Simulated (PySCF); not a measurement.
# Unknowns

A single conformation, gas phase, averaged over atoms made equivalent by symmetry, fast rotation or ring inversion, non-relativistic. GIAO PBE0/pcSseg-1 shieldings; GFN2-xTB structure; PySCF 2.14.0 with density-fitted response routines.

References, each an isolated molecule treated in the same way: ¹H and ¹³C vs TMS. Splittings of carbon signals by F and P are missing where no couplings were computed. Where no couplings were computed, multiplicities follow the n + 1 count of equivalent neighbours, and m marks all less simple cases (inequivalent or close neighbours, rings, F or P nearby). Shifts are as computed. Against solution values, carbons near 30 ppm lie about +3 ppm off and those near 130 ppm about +5 ppm. Of 1211 compounds with measured shifts, 218 miss one by over three times the rms of a fit or turn the order of signals round; such compounds aren't used in these exercises.

Q: C6H13OPSi. ¹H NMR (300 MHz, computed): δ 4.23 (m, 2H), 2.57 (m, 4H), 1.96 (m, 4H), 0.28 (m, 3H). ¹³C{¹H} NMR (computed): δ 214.4 (C), 46.0 (CH2), 28.5 (CH2), -8.3 (CH3). Give a structure.

A: `C[SiH2]P1CCC(=O)CC1`. 4 carbon signals for 6 carbons: some carbons are equivalent by symmetry or fast rotation. Carbon types of the structure: 1 × C, 4 × CH2, 1 × CH3, leaving 2 H on heteroatoms. δC 214.4: ketone carbonyl carbon; low-lying n→π* states of the double bond to the heteroatom give a large paramagnetic term (-276 ppm). δC 46.0: sp3 CH2 α to a carbonyl; α to the electron-withdrawing carbonyl group. δC -8.3: methyl carbon bonded to Si; an electropositive neighbour leaves it electron-rich and shielded. δH 0.28: hydrogen on a methyl carbon bonded to Si; an electropositive neighbour shields it, as in TMS itself.

This is the structure that produced the data.

Q: C6H12O2. ¹H NMR (600 MHz, computed): δ 3.85 (s, 3H), 1.22 (s, 9H). ¹³C{¹H} NMR (computed): δ 185.9 (C), 53.8 (CH3), 41.3 (C), 29.0 (CH3). Give a structure.

A: SMILES COC(=O)C(C)(C)C. The formula gives 1 degree of unsaturation (no ring in the answer). 4 carbon signals for 6 carbons: some carbons are equivalent by symmetry or fast rotation. Carbon types of the structure: 2 × C, 4 × CH3, which accounts for all hydrogens. δC 185.9: ester carbonyl carbon; it is a carbonyl in resonance with an O or N lone pair, the region of acids, esters and amides. δC 53.8: methyl carbon bonded to O; deshielded by the electronegative neighbour. δC 29.0: methyl carbon; aliphatic region, no heteroatom directly attached. δH 3.85: hydrogen on a methyl carbon bonded to O; its carbon carries O, hence the downfield position.

The shifts were computed for this structure.
